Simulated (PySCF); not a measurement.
Species: C₃H₈BF.
InChI=1S/C3H8BF/c4-2-1-3-5/h1-4H2

Torsions of this conformer, `[BH2:1][CH2:2][CH2:3][CH2:4][F:5]`: B1–C2–C3–C4 -69°, C2–C3–C4–F5 -59°.

The closed-shell ground state was solved at several levels (PySCF, density fitting, gas phase, non-relativistic). One conformer (not necessarily the lowest) at the PBE0-D3(BJ)/def2-SVP geometry, without solvent, vibrations or thermal averaging.

| level | basis functions | total energy (Eh) | HOMO (eV) | LUMO (eV) | gap (eV) | dipole (D) |
| --- | --- | --- | --- | --- | --- | --- |
| BP86/pcSseg-2 | 292 | -243.8856 | -7.53 | -2.47 | 5.06 | 1.58 |
| PBE0/cc-pVTZ | 262 | -243.6009 | -8.80 | -1.35 | 7.45 | 1.56 |
| PBE0/6-311+G(2d,p) | 183 | -243.5888 | -8.85 | -1.40 | 7.45 | 1.68 |
| PBE0/pcSseg-0 | 61 | -242.9599 | -8.90 | -1.37 | 7.53 | 1.80 |
| HF/pcSseg-2 | 292 | -242.4461 | -12.26 | 1.90 | 14.16 | 1.84 |
| PBE/pcSseg-2 | 292 | -243.5821 | -7.43 | -2.43 | 5.00 | 1.57 |
| BLYP/pcSseg-2 | 292 | -243.8009 | -7.36 | -2.29 | 5.07 | 1.59 |
| BHandHLYP/pcSseg-2 | 292 | -243.7665 | -10.20 | -0.39 | 9.81 | 1.76 |
| CAM-B3LYP/pcSseg-2 | 292 | -243.7855 | -10.30 | -0.34 | 9.96 | 1.71 |

Task: What might KT2/pcSseg-2 (292 basis functions) give for the same quantities?

Result: Total energy -247.7427 Eh, HOMO -7.52 eV, LUMO -2.44 eV, gap 5.08 eV, dipole 1.58 D.

Task: Over all these levels, which gives the widest orbital gap and which the narrowest?

Result: HF/pcSseg-2 (Hartree–Fock, all exact exchange) has the widest, 14.16 eV, and PBE/pcSseg-2 (GGA) the narrowest, 5.00 eV. The two share the basis. From the narrowest to the widest the HOMO moves by -4.83 eV and the LUMO by +4.33 eV.

Task: How much does the basis alone move the frontier levels among the 3 PBE0 rows?

Result: The HOMO by 0.10 eV and the LUMO by 0.05 eV. By rising basis size (HOMO, LUMO in eV): pcSseg-0 -8.90, -1.37; 6-311+G(2d,p) -8.85, -1.40; cc-pVTZ -8.80, -1.35.

Task: In the pcSseg-2 basis, how does the gap go with the fixed share of exact exchange?

Result: PBE (0 %) 5.00 eV; BP86 (0 %) 5.06 eV; BLYP (0 %) 5.07 eV; KT2 (0 %) 5.08 eV; BHandHLYP (50 %) 9.81 eV; HF (100 %) 14.16 eV. Each rise in the share widens the gap here.

Task: How far do the dipole and the HOMO energy spread over the levels?

Result: The dipole runs from 1.56 to 1.84 D (mean 1.67 D) and the HOMO from -12.26 to -7.36 eV.
